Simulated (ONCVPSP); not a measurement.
# Ni: one change to an ONCV potential, before and after

ONCVPSP 4.0.1 input, shortened (lines: element, Z, core and valence counts, functional; n l f; lmax; l rc ep ncon nbas qcut; lloc lpopt rc5 dvloc0; l nproj debl; icmod fcfact rcfact), PBE, scalar-relativistic:

```
  Ni 28.00    3    4        4      upf
    1    0    2.00
    2    0    2.00
    2    1    6.00
    3    0    2.00
    3    1    6.00
    3    2    8.00
    4    0    2.00
    3
    0    1.40    0.00    3    6    8.40
    1    1.10    0.00    5   10   15.40
    2    1.25    0.00    4    8   13.40
    3    1.10    0.36    4    8   10.90
    4    5    1.00    0.00
    0    2    3.40
    1    2    1.00
    2    2    0.80
    3    2    2.00
    1    0.30    0.00
```

In the p channel the program set the typed energies aside and used -2.623, 0.250 Ha.

All-electron outer shells of the reference configuration (PBE, scalar-relativistic, ld1.x):

```
shell  level (eV)  outermost node (bohr)  outermost maximum (bohr)
   2p     -844.68                      –                      0.16
   3s     -111.06                   0.30                      0.64
   3p      -71.39                   0.27                      0.65
   3d       -8.87                      –                      0.63
   4s       -5.64                   0.92                      2.24
```

Change: core correction none.

Cutoffs: the cutoffs (Ha) at which the residual kinetic energy of the hardest occupied pseudo-wave falls to 1 and 0.1 mHa per electron; they do not see the model core or the augmentation charge, which bear on the density cutoff. Errors are all-electron minus pseudo energies relative to the spin-unpolarised reference configuration.

Q: What does the change do?

A: The potential gets neither clearly harder nor softer (67 Ha and 80 Ha → 67 Ha and 80 Ha); of the 4 tests that both files solve, the error grows in 1 and shrinks in 2 by more than 15 % and 0.3 meV (median size 1.2 → 2.0 meV); neither file shows a bound ghost.

```tsv
quantity	base	changed
cutoff, loose	67 Ha	67 Ha
cutoff, tight	80 Ha	80 Ha
bound ghosts	none	none
GHOST(+) flags under 300 eV	none	none
error for 3s2 3p6 3d8 4s1, meV [ΔE 9.32 eV]	-0.2	+0.1
error for 3s2 3p6 3d8 4s0, meV [ΔE 26.67 eV]	+0.4	+2.9
error for 3s2 3p6 3d7 4s0, meV [ΔE 64.14 eV]	-2.1	-1.0
error for 3s1 3p6 3d8 4s2, meV [ΔE 119.40 eV]	-395	-269
s: phases at 1.42 bohr within 0.05 rad from the reference energy up to (Ha; the scan ends near 5)	to the end of the scan	to the end of the scan
p: phases at 1.12 bohr within 0.05 rad from the reference energy up to (Ha; the scan ends near 5)	to the end of the scan	to the end of the scan
d: phases at 1.27 bohr within 0.05 rad from the reference energy up to (Ha; the scan ends near 5)	to the end of the scan	to the end of the scan
f: phases at 1.12 bohr within 0.05 rad from the reference energy up to (Ha; the scan ends near 5)	to the end of the scan	to the end of the scan
```
